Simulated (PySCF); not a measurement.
**Dipole polarisabilities along the 5p block**

Calculated with PySCF 2.14 for the ground configurations, without spin-orbit coupling: coupled response for Hartree-Fock and DFT, finite fields for MP2 and CCSD(T), with In 4s2 4p6 4d10; Sn 4s2 4p6 4d10; Sb 4s2 4p6 4d10; Te 4s2 4p6 4d10; I 4s2 4p6 4d10; Xe 4s2 4p6 4d10 frozen. Mean α in bohr³, C₆ of like pairs in atomic units.

```
                                                                            species  α UHF  α PBE  α PBE0  α MP2  α CCSD(T)  α recommended (Schwerdtfeger and Nagle)  C₆ UHF  C₆ PBE  C₆ PBE0
In [Kr] 4d10 5s2 5p1 (def2-TZVPPD with the def2 core potential (28 electrons), ECP)  74.10  78.30   74.08  72.60      71.27                                   65 ± 4   799.0   799.0    763.9
Sn [Kr] 4d10 5s2 5p2 (def2-TZVPPD with the def2 core potential (28 electrons), ECP)  56.93  60.76   58.01  55.98      55.62                                   53 ± 6   632.2   662.1    632.4
Sb [Kr] 4d10 5s2 5p3 (def2-TZVPPD with the def2 core potential (28 electrons), ECP)  44.19  47.23   45.33  43.50      43.44                                   43 ± 2   488.4   519.8    497.2
Te [Kr] 4d10 5s2 5p4 (def2-TZVPPD with the def2 core potential (28 electrons), ECP)  38.05  41.42   39.61  38.17      38.08                                   38 ± 4   416.9   458.0    434.9
 I [Kr] 4d10 5s2 5p5 (def2-TZVPPD with the def2 core potential (28 electrons), ECP)  31.85  34.58   33.18  32.13      32.14                               32.9 ± 1.3   343.1   377.1    359.3
             Xe [Xe] (def2-TZVPPD with the def2 core potential (28 electrons), ECP)  26.79  28.97   27.89  27.12      27.23                              27.32 ± 0.2   282.9   310.0    296.3
```

Hartree-Fock lacks correlation. PBE lies above the recommended values here, as self-interaction makes its density too diffuse. MP2 and CCSD(T) carry the error of the frozen core. All values carry a basis error, and heavy open shells lack spin-orbit coupling.
